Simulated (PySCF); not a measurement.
## An isoelectronic set: 66 electrons

PBE0 in PySCF with def2-TZVPP on every atom (core potentials on In, Te, I), for the lowest determinant that a PBE0 search found; no spin–orbit coupling. All have 66 electrons, 10 of them in the valence shells, and the same state, a singlet (closed shell). For ions De leads to the atom and ion picked by measured ionisation energies and electron affinities.

```csv
species,difference of nuclear charges,Re (Å),ωe (cm⁻¹),k (mdyn/Å),De (eV),dissociates to,Mayer bond order
GaBr,4,2.374,265,1.52,4.39,Ga + Br,1.04
InCl,32,2.414,313,1.55,4.58,In + Cl,0.93
SiTe,38,2.269,497,3.36,4.63,Si + Te,2.49
AlI,40,2.552,313,1.29,3.94,Al + I,1.16
```

Which member of the whole set has the stiffest bond, and how does it compare with the softest?

SiTe with k = 3.36 mdyn/Å, 2.6 times that of AlI.

Spin–orbit coupling is left out, which matters for elements this heavy, above all for dissociation energies.
